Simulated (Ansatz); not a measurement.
Born–Oppenheimer molecular dynamics of BCl2H5OSi (10 atoms, charge 0, multiplicity 1). It starts at the highest image of a converged band. Of that band: Neighbouring images differ by up to 1.8 eV, so the band resolves the path poorly. A vibrational analysis at the climbing image gives one clearly imaginary mode, 1278i cm⁻¹: a first-order saddle point.

Level of theory: Ansatz 0.2.0, RKS BLYP-D4/6-31G*.

```json
{
 "ensemble": "NVE (velocity Verlet)",
 "time step": "0.5 fs",
 "steps asked": "200",
 "starting velocities drawn for": "100 K",
 "seed": "10223"
}
```

First frame:

```xyz
10
Properties=species:S:1:pos:R:3
B 0.111 0.212 0.228
O -0.091 -0.539 1.610
H -1.061 -0.689 1.722
Cl 1.615 -0.363 -0.597
Cl -1.453 0.233 -0.733
Si 0.520 2.364 0.782
H 1.809 2.588 1.505
H 0.625 2.876 -0.614
H -0.584 3.095 1.486
H 0.082 0.707 1.613
```

(1) How far do the bonds stretch over the last three quarters of this one trajectory? (Pairs bonded in most of those frames.)

Answers

(1) 
| bond | mean (Å) | spread (Å) | shortest | longest |
| --- | --- | --- | --- | --- |
| B1–Cl4 | 1.795 | 0.051 | 1.72 | 1.88 |
| B1–Cl5 | 1.812 | 0.073 | 1.71 | 1.92 |
| B1–Si6 | 2.051 | 0.084 | 1.91 | 2.19 |
| O2–H3 | 0.982 | 0.014 | 0.95 | 1.01 |
| O2–H10 | 0.991 | 0.028 | 0.94 | 1.05 |
| Si6–H7 | 1.497 | 0.009 | 1.48 | 1.51 |
| Si6–H8 | 1.502 | 0.007 | 1.49 | 1.51 |
| Si6–H9 | 1.497 | 0.004 | 1.49 | 1.50 |

Mean temperature of the second half: 548 K. The conserved energy stayed within 0.12 meV per atom of its start (net change -0.038 meV per atom), so the integration is sound. The kinetic energy rose, since the run started high on the potential surface and went downhill. It ends in pieces (BCl2H3Si + H2O), so much of that is their flight and rotation, not heat. A run of 0.1 ps of so small a system gives no equilibrium averages. The orbitals stay closed-shell, which can raise the energy where a bond breaks towards radicals; this wasn't checked here.

Time of the run: 11 min on 2 threads of Arm Neoverse N1, on a shared host, peak memory 0.15 GiB.
